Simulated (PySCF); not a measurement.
GeH3, SMILES [GeH3] (connectivity only; charge and spin as stated), charge +1, multiplicity 1. The structure is a stationary point at r2SCAN-D4/def2-TZVPD. The multiplicity is an assumed one; other spin states were not compared. The isomer is the one that the SMILES or the coordinates give; other isomers of the formula were not compared.

TDA-CAM-B3LYP/def2-TZVPD in PySCF 2.14.0 puts the lowest singlet excitations at 5.41, 5.41, 10.25, 10.25, 10.84, 11.71 eV.

Q: What are the lowest excitation roots from ADC(2)/aug-cc-pVDZ in PySCF 2.14.0? (The exact figures need the calculation; the answer reports its results.)

A: 5.92, 5.92, 10.96, 10.96, 12.52, 12.52 eV. S1 differs by 0.51 eV (second minus first; roots are paired by order, and the bases may differ).
